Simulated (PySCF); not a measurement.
GeF2Cl2, SMILES [F][Ge]([F])([Cl])[Cl].

Geometry: B3LYP-D3(BJ)/def2-SVP.

Two levels are set side by side: PBE/def2-TZVP (PySCF) and CAM-B3LYP/def2-TZVP (PySCF). Same geometry, gas phase. Differences are taken from unrounded values.

```json
[
 {"quantity": "orbital gap (eV)", "PBE": "5.38"},
 {"quantity": "highest occupied level (eV)", "PBE": "-8.63"},
 {"quantity": "lowest empty level (eV)", "PBE": "-3.25"},
 {"quantity": "dipole moment (D)", "PBE": "1.13"},
 {"quantity": "mean polarisability (bohr³)", "PBE": "50.7"}
]
```

Task: These are the PBE values. What does CAM-B3LYP give? (The exact figures need the calculation; the answer reports its results.)

Result: 
```csv
quantity,CAM-B3LYP,PBE minus CAM-B3LYP
orbital gap (eV),10.34,-4.96
highest occupied level (eV),-11.52,2.89
lowest empty level (eV),-1.18,-2.07
dipole moment (D),1.26,-0.13
mean polarisability (bohr³),48.2,2.5
```

Without exact exchange PBE keeps part of each electron's self-repulsion, which lifts occupied levels and narrows the gap. PBE's more diffuse valence density responds more strongly to a field. Differences between two approximate levels are no errors against the true value.

Rough cost on one machine, each run with all the roots and properties that it gave: CAM-B3LYP against PBE within a factor of 2.
